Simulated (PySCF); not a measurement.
Gas-phase reaction: SnH₂ + SnBr₄ + 3 Cl₂ → 2 Br₂ + 2 SnHCl₃

Method: PySCF energies plus ideal-gas RRHO corrections (1 bar). † marks an energy on the PBE0/def2-TZVP geometry and frequencies. MP2 freezes the core. All species are closed-shell singlets. B3LYP is the form with VWN-RPA correlation. Sn: scalar-relativistic def2 core potential, no spin-orbit coupling. Br: all electrons, no relativistic terms. SnH₂, SnHCl₃: computed as isolated molecules; such fragments, hydroxides, amides, oligomers or adducts are transient or little studied in the gas. MP2 isn't extrapolated to the basis-set limit; its ΔH°(298 K) is -575.1 kJ in def2-SVP and -545.4 kJ in def2-TZVPP. The harmonic model lacks anharmonicity and excited electronic states, which grow with temperature; levels with a mode under 35 cm⁻¹ are left out. Soft modes under 120 cm⁻¹ make the harmonic entropy rough for SnBr₄, SnHCl₃.

| level | ΔE electronic, kJ | ΔH°(298 K), kJ | ΔS°(298 K), J/K | ΔG°(1000 K), kJ |
|---|---|---|---|---|
| B3LYP/def2-TZVP† | -512 | -502 | -131 | -375 |
| BLYP/def2-TZVP† | -487 | -477 | -131 | -350 |
| HF/def2-TZVP† | -566 | -557 | -131 | -429 |
| M06-2X/def2-TZVP† | -558 | -549 | -131 | -422 |
| MP2/def2-SVP† | -585 | -575 | -131 | -448 |
| PBE/def2-TZVP† | -506 | -496 | -131 | -369 |
| PBE0/def2-SVP† | -572 | -563 | -131 | -436 |
| r2SCAN/def2-TZVP† | -551 | -542 | -131 | -415 |
| ωB97M-V/def2-TZVP† | -537 | -528 | -131 | -401 |
| ωB97X-V/def2-TZVP† | -554 | -544 | -131 | -417 |
ΔH° is lowest at MP2/def2-SVP† and highest at BLYP/def2-TZVP†. No reference value is set beside these.
